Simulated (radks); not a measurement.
Sn21+, 29 electrons, occupied as [Ar] 3d10 4s1. Method: scalar-relativistic Kohn-Sham, PBEsol, spin-polarised, spherical densities, finite nucleus; open shells are filled with parallel spins first (spin-orbit coupling, left out, can overturn this in heavy ions); Fermi nuclear charge, rms radius 4.6519 fm; computed with a radial shooting solver on a logarithmic mesh with Libxc functionals.

Radial electron density D(r) = 4 pi r^2 rho(r):

r (bohr)  D(r) (e/bohr)  spin D(r)
0.001005          1.577    0.00446
0.001133          1.947    0.00550
0.001287          2.433    0.00686
0.001452          2.993    0.00843
0.001637          3.674     0.0103
0.001845          4.498     0.0126
0.002097          5.567     0.0156
0.002365          6.776     0.0190
0.002666          8.221     0.0229
0.003006          9.935     0.0276
0.003417          12.10     0.0335
0.003852          14.48     0.0399
0.004343          17.24     0.0472
0.004936          20.62     0.0560
0.005566          24.21     0.0652
0.006275          28.20     0.0751
0.007075          32.55     0.0855
0.008042          37.52     0.0966
0.009067          42.36      0.107
0.01022           47.23      0.115
0.01153           51.93      0.122
0.0131            56.48      0.125
0.01477           60.03      0.124
0.01665           62.64      0.117
0.01878           64.10      0.104
0.02134           64.28     0.0844
0.02406           63.20     0.0610
0.02713           61.20     0.0359
0.03083           58.58     0.0121
0.03477           56.39   -0.00114
0.0392            55.23    0.00119
0.0442            55.79     0.0248
0.05023           58.73     0.0763
0.05664           63.57      0.146
0.06386           69.69      0.224
0.072             75.78      0.293
0.08183           80.45      0.328
0.09226           81.62      0.306
0.104             78.98      0.227
0.1182            72.56      0.106
0.1333            64.98    0.00787
0.1503            58.37    -0.0119
0.1695            54.90     0.0895
0.1926            55.63      0.320
0.2172            59.35      0.566
0.2448            63.28      0.713
0.2761            64.34      0.661
0.3138            60.02      0.391
0.3538            50.87     0.0961
0.3989            38.78   -0.00278
0.4497            26.56      0.265
0.5111            15.97      0.919
0.5763            9.310       1.61
0.6498            5.410       2.03
0.7385            3.149       1.99
0.8327            1.896       1.54
0.9388            1.050      0.964
1.059            0.4968      0.480
1.203            0.1776      0.175
1.356           0.05236     0.0521
1.529           0.01161     0.0116
1.724          0.001876    0.00187
1.96          0.0001816   0.000182

D(r) has 3 maxima, at r = 0.0203, 0.0901, 0.267 bohr, and minima at 0.0402, 0.176 bohr, inside which lie 2.00, 11.22 electrons.
